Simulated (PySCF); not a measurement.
C₂H₂BrF₃, SMILES BrCC(F)(F)F at its PBE/def2-SVP optimised geometry (Å):

```
8

F      1.3113    -1.5388    -0.0023
C      0.8843    -0.2503     0.0000
F      1.3951     0.3548    -1.0892
F      1.3921     0.3515     1.0922
C     -0.6373    -0.2503     0.0000
Br    -1.3951     1.5388     0.0000
H     -0.9953    -0.7742     0.9043
H     -0.9961    -0.7753    -0.9032
```

Calculation: PBE/def2-TZVP (PySCF 2.14.0). Cells within 0.4 Å of a nucleus heavier than hydrogen are left out (blank, or x).

Map of the electron localisation function on the plane z = 0.0 Å:

```
|0000000000000000000000000000000|
|0000000000000000000000000000000|
|0000000000111110000000000000000|
|0000000012344432100000000000000|
|0000011234566664210000000000000|
|0000123456788876410000000000000|
|0002356666688987510000000000000|
|0013577741138988510000000000000|
|002578861xx33887300000000000000|
|013678853xxx1786100000000000000|
|013689962xxx1663000000000000000|
|0136889822314651000000000000000|
|0135788874357641000000000000000|
|0014566666788754332210000000000|
|0002333335787568853331000000000|
|000001111354xx4994xx33100000000|
|000000001352xxx99xxx23100000000|
|000000001465xx4995xx43100000000|
|0000000024676446656875320000000|
|0000000013566432137888753100000|
|0000000012344310158xxx975210000|
|0000000001122100278xxx985310000|
|00000000000000003798x8875200000|
|0000000000000000368888753100000|
|0000000000000000256665431000000|
|0000000000000000123332110000000|
|0000000000000000001110000000000|
|0000000000000000000000000000000|
|0000000000000000000000000000000|
|0000000000000000000000000000000|
|0000000000000000000000000000000|
```
Scale: ten equal steps from 0.000 (start of '0') to 0.962 (end of '9'), in the order '0123456789'; x runs from -4.00 to 4.00, y from -4.00 (bottom) to 4.00 (top).
